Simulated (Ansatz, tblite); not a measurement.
Forces on the cluster Co₅⁻ at its PBE-D4/def2-SVPD geometry. Total charge -1; multiplicity 11.

The xTB rows come from tblite. At PBE-D4/def2-TZVPD the charge -1 multiplicity 11 is spin-contaminated (final ⟨S²⟩ up to 30.33, 30.00 for a pure state). At PBE-D4/def2-TZVPD the highest occupied level of the charge -1 multiplicity 11 lies above zero (up to 0.85 eV). The electron is either unbound and held by the finite basis, or the level is raised by self-interaction error. At PBE-D4/def2-TZVPD an occupied level of the charge -1 multiplicity 11 lies above an empty one of the other spin, so a lower spin may lie lower. The structure comes from a short search, and lower isomers may exist.

GFN1-xTB (tblite), largest force 1.54 eV/Å:

```xyz
5
positions Å, forces eV/Å
Co    0.423   -0.928   -0.893    0.248   -0.965   -0.935
Co    0.681   -1.015    1.284    0.821   -0.593    1.159
Co   -0.842    0.825   -1.321   -0.539    0.853   -1.051
Co    0.877    1.041    0.200    0.703    0.725    0.223
Co   -1.139    0.078    0.730   -1.232   -0.019    0.604
```

GFN2-xTB (tblite), largest force 1.87 eV/Å:

```
Co 0.829 -1.081 -1.282
Co 0.709 -0.773 1.160
Co -0.667 0.807 -1.145
Co 0.592 0.655 0.165
Co -1.463 0.393 1.102
```

PBE-D4/def2-TZVPD (Ansatz), largest force 1.01 eV/Å:

```
Co 0.342 -0.534 -0.634
Co 0.441 -0.544 0.713
Co -0.476 0.426 -0.782
Co 0.138 0.322 0.257
Co -0.445 0.331 0.447
```
